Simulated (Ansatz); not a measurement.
Molecule: sum formula H7Si3NOClF, charge 0, multiplicity 1. 
Structure (B3LYP-D3(BJ)/def2-TZVP (Ansatz, a quantum-chemistry and plane-wave program) minimum search):
```xyz
14

F      0.0093     1.3581     1.2803
Si     0.0157     0.1710     0.2221
Cl     0.0844     1.1138    -1.6017
N     -1.3581    -0.7968     0.4035
Si    -3.0316    -0.3271     0.3315
O      1.3328    -0.7337     0.4216
Si     2.9313    -0.8843     0.0369
H     -1.1598    -1.7819     0.5143
H     -3.7387    -0.7129     1.5742
H     -3.7204    -0.9734    -0.8097
H     -3.0517     1.1403     0.1681
H      3.6290     0.3981     0.2678
H      3.4923    -1.9355     0.9092
H      3.0609    -1.2797    -1.3814
```

Property: vertical ionisation energy (to the doublet state of charge +1; each state is the SCF solution reached for its spin), in eV. Cores are frozen in the correlated levels unless marked. Open shells are spin-unrestricted. Spin-orbit coupling is left out. No relativistic terms. CBS marks a two-point X^-3 extrapolation of the correlation energy; Hartree-Fock from the larger set. [CCSD(T)-MP2]/basis is that difference in the basis named.

```tsv
level	program	vertical ionisation energy (eV)
SVWN5/def2-TZVPD	Ansatz	[?]
PBE/def2-TZVPD	Ansatz	9.50
B3LYP/def2-TZVPD	Ansatz	9.99
PBE0/def2-TZVPD	Ansatz	10.02
BHLYP/def2-TZVPD	Ansatz	10.17
CAM-B3LYP/def2-TZVPD	Ansatz	[?]
wB97M-V/def2-TZVPD	Ansatz	10.34
wB97X-V/def2-TZVPD	Ansatz	[?]
SCS-MP2/aug-cc-pV(D+d)Z	Ansatz	10.50
SCS-MP2/aug-cc-pV(T+d)Z	Ansatz	10.66
CCSD/aug-cc-pV(D+d)Z	Ansatz	[?]
CCSD/aug-cc-pV(T+d)Z	Ansatz	10.38
RI-MP2/CBS(aug-cc-pV(T+d)Z,aug-cc-pV(Q+d)Z)+[CCSD(T)-MP2]/aug-cc-pV(T+d)Z	Ansatz	10.53
```

Question: Some entries are withheld; supply them.

Answer: 
- SVWN5/def2-TZVPD, vertical ionisation energy (eV): 9.62
- CAM-B3LYP/def2-TZVPD, vertical ionisation energy (eV): 10.28
- wB97X-V/def2-TZVPD, vertical ionisation energy (eV): 10.36
- CCSD/aug-cc-pV(D+d)Z, vertical ionisation energy (eV): 10.25
